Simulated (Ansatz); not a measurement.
Isolated molecules relaxed with PBE0-D4/def2-TZVP in Ansatz; ΔE leaves out vibrations. CBS: MP2 limit from def2 TZ/QZ plus the TZ coupled-cluster correction, frozen cores. This one scheme is used for every species. Functionals use def2-TZVPP. B3LYP here is the variant with VWN-RPA as its local correlation; programs differ in this. def2 core potentials past Kr. For Te outer-core shells are correlated without core-valence functions, which leaves a few kJ/mol of doubt a bond. Each species was taken in one conformer, which may not be the lowest.

Reaction (ligand exchange at a B–C bond): `CB(N)[TeH]` + H–F → `NB(F)[TeH]` + CH₄

`CB(N)[TeH]`:

Cartesian coordinates in Å:
```
C 1.374 0.185 0.457
B -0.138 0.078 0.050
N -0.583 -0.813 -0.921
Te -1.556 1.392 1.071
H 1.513 -0.018 1.523
H 2.006 -0.513 -0.100
H 1.759 1.194 0.283
H -1.541 -0.910 -1.208
H 0.051 -1.428 -1.405
H -2.885 0.832 0.250
```

H–F:

```xyz
2

F     0.442   -0.106    0.071
H    -0.442    0.106   -0.071
```

`NB(F)[TeH]`:

Z-matrix (Å, degrees):
```
N
B 1 1.390
H 1 1.003 2 123.7
H 1 1.007 2 121.4 3 180.0
F 2 1.336 1 119.5 3 -180.0
Te 2 2.181 1 124.6 3 0.0
H 6 1.658 2 93.2 1 0.0
```

CH₄:

Z-matrix (Å, degrees):
```
C
H 1 1.090
H 1 1.090 2 109.5
H 1 1.090 2 109.5 3 -120.0
H 1 1.090 2 109.5 3 120.0
```

```
             level  ΔE (kJ/mol)  difference from CCSD(T)/CBS
            PBE-D4       -122.7                         -4.4
         r2SCAN-D4       -133.3                        -15.0
           PBE0-D4       -122.3                         -4.0
           ωB97X-V       -130.4                        -12.1
           ωB97M-V       -129.7                        -11.4
            B2PLYP       -134.1                        -15.8
               PBE       -127.4                         -9.1
              PBE0       -126.5                         -8.2
             B3LYP       -140.1                        -21.8
     HF/def2-TZVPP       -149.2                        -30.9
    MP2/def2-TZVPP       -119.3                         -1.0
   CCSD/def2-TZVPP       -126.4                         -8.1
     HF/def2-QZVPP       -149.1                        -30.8
SCS-MP2/def2-QZVPP       -122.9                         -4.6
      HF/CBS(def2)       -149.1                        -30.8
     MP2/CBS(def2)       -114.0                          4.3
       CCSD(T)/CBS       -118.3                            0
```

Largest T1 diagnostic among the species: 0.012.

In def2-TZVPP, CCSD(T) changes the Hartree–Fock value by +25.5 kJ/mol (the triples alone add +2.7 kJ/mol) and MP2 by +29.9 kJ/mol. The D4 term adds +7.6 kJ/mol with B3LYP and +4.2 kJ/mol with PBE0; it sums over pairs of atoms, weighted by their polarisabilities, and B3LYP, whose exchange is more repulsive, gets the larger term.
